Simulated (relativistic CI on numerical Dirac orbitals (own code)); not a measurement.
# Line list: Forbidden lines, Pr XIV

Method of calculation: Dirac-Coulomb-Breit CI, orbitals from a KLI potential per configuration, QED by a radiative potential, unscaled Slater integrals (own radial code, finite nucleus).

CI space (outside the closed core [Ar] 3d10): 4s²4p⁶4d¹⁰, 4s²4p⁶4d⁹4f, 4s²4p⁶4d⁹5s, 4s²4p⁵4d¹⁰4f, 4s²4p⁶4d⁹5p, 4s²4p⁶4d⁹5d, 4s4p⁶4d¹⁰4f, 4s²4p⁶4d⁹6s, 4s²4p⁶4d⁹5f. Double excitations out of closed p, d and f shells are left out; levels of such configurations are missing from the list, as are those of other unlisted configurations, and high levels can miss mixing partners.

```tsv
λ vac (Å)	Lower	Upper	Type	A (s⁻¹)	log gf
102.33	4s²4p⁶4d¹⁰ ¹S0 [1]	4s²4p⁶4d⁹4f ³F°2 [20]	M2	1.75e+03	-7.86
103.45	4s²4p⁶4d¹⁰ ¹S0 [1]	4s²4p⁶4d⁹4f ³D°2 [18]	M2	9.48e+02	-8.12
105.61	4s²4p⁶4d¹⁰ ¹S0 [1]	4s²4p⁶4d⁹4f ³F°2 [11]	M2	2.85e+03	-7.62
106.49	4s²4p⁶4d¹⁰ ¹S0 [1]	4s²4p⁶4d⁹5s ¹D2 [10]	E2	4.22e+06	-4.44
109.00	4s²4p⁶4d¹⁰ ¹S0 [1]	4s²4p⁶4d⁹4f ³P°2 [6]	M2	7.02e+03	-7.20
110.12	4s²4p⁶4d¹⁰ ¹S0 [1]	4s²4p⁶4d⁹5s ³D2 [5]	E2	3.15e+06	-4.54
2031.5	4s²4p⁶4d⁹4f ³P°2 [6]	4s²4p⁶4d⁹4f ³D°2 [18]	M1	2.91e+02	-6.05
2043.1	4s²4p⁶4d⁹4f ³H°6 [7]	4s²4p⁶4d⁹4f ³G°5 [21]	M1	5.07e+02	-5.46
2367.2	4s²4p⁶4d⁹4f ³F°4 [14]	4s²4p⁶4d⁹4f ³G°4 [23]	M1	2.08e+02	-5.80
2635.1	4s²4p⁶4d⁹4f ³H°5 [9]	4s²4p⁶4d⁹4f ¹G°4 [19]	M1	2.28e+02	-5.67
3017.3	4s²4p⁶4d⁹4f ³G°5 [16]	4s²4p⁶4d⁹4f ³G°4 [23]	M1	2.29e+02	-5.55
3282.8	4s²4p⁶4d⁹4f ³H°6 [7]	4s²4p⁶4d⁹4f ³G°5 [16]	M1	4.95e+01	-6.06
3624.9	4s²4p⁶4d⁹4f ³F°4 [14]	4s²4p⁶4d⁹4f ³G°5 [21]	M1	2.57e+01	-6.25
3728.1	4s²4p⁶4d⁹4f ³H°5 [9]	4s²4p⁶4d⁹4f ³G°5 [16]	M1	9.09e+00	-6.68
3767.5	4s²4p⁶4d⁹5s ³D2 [5]	4s²4p⁶4d⁹5s ³D1 [8]	M1	4.15e+02	-5.58
4218.1	4s²4p⁶4d⁹4f ³H°4 [13]	4s²4p⁶4d⁹4f ¹G°4 [19]	M1	5.75e+01	-5.86
5410.0	4s²4p⁶4d⁹4f ³G°5 [16]	4s²4p⁶4d⁹4f ³G°5 [21]	M1	4.62e+01	-5.65
7021.7	4s²4p⁶4d⁹4f ³H°5 [9]	4s²4p⁶4d⁹4f ³H°4 [13]	M1	5.71e+01	-5.42
7948.1	4s²4p⁶4d⁹4f ³H°4 [13]	4s²4p⁶4d⁹4f ³G°5 [16]	M1	1.13e+01	-5.93
27484.4	4s²4p⁶4d⁹4f ³H°6 [7]	4s²4p⁶4d⁹4f ³H°5 [9]	M1	9.85e-01	-5.91
```

Terms are leading LS components. Brackets give the number of a level in order of energy, since labels repeat. The list gives strong lines, with weight on those to low levels. Levels whose partners in the same complex of configurations lie outside the list can be far off, and so can their lines. Rates are taken at the computed energies, electric ones in the length gauge.

At this charge energies of transitions that change n are usually good to better than 1 %, and those within a shell (Δn = 0) to a few per cent. Levels and lines within the n = 5 or 6 shells can be off by up to 10 % or somewhat more, and those that change n by about 2 %, since core polarisation is missing.

LS names give the leading component of a level, which can be under half, so a name can repeat, a term be missing and a line seem to break the LS rules.
